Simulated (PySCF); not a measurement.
**SMILES C#CC1=C/C=C\C=C/C=C\1, C10H8**

Cartesian coordinates in Å; atom numbers follow the order of the lines, from 1:
```xyz
18

C     2.2662   -0.3032    2.8977
C     1.6955   -0.1346    1.8543
C     1.0215    0.0198    0.6175
C     0.7806    1.2380    0.1178
C     0.1473    1.5219   -1.1670
C    -1.0589    1.1126   -1.5469
C    -1.9826    0.3017   -0.7496
C    -1.7332   -0.9068   -0.2595
C    -0.4864   -1.6558   -0.4406
C     0.7212   -1.2518   -0.0717
H     2.7631   -0.4317    3.8128
H     1.1264    2.1077    0.6660
H     0.7076    2.1932   -1.8091
H    -1.4606    1.4513   -2.4954
H    -2.9678    0.7367   -0.6229
H    -2.5160   -1.4465    0.2617
H    -0.6096   -2.6417   -0.8759
H     1.5769   -1.9046   -0.2009
```

The calculation used quadratic response LC-wPBE/def2-SVPD first hyperpolarisability, Taylor convention, gas phase (PySCF 2.14.0). Geometry: GFN2-xTB.

Q: Give the tensor of the static β(0;0,0) in the axes of these coordinates.

A: In au, Taylor convention; rows are the first index (the induced dipole):
|  | xx | yy | zz | xy | xz | yz |
| --- | --- | --- | --- | --- | --- | --- |
| x | +6.7 | -7.1 | -13.6 | +9.0 | -11.8 | -3.9 |
| y | +9.0 | -5.2 | -11.6 | -7.1 | -3.9 | +17.1 |
| z | -11.8 | +17.1 | -4.9 | -3.9 | -13.6 | -11.6 |

Norm of βᵢ = ⅓ Σⱼ (βᵢⱼⱼ + βⱼᵢⱼ + βⱼⱼᵢ): 15.9 au, hyper-Rayleigh value 17.0 au.
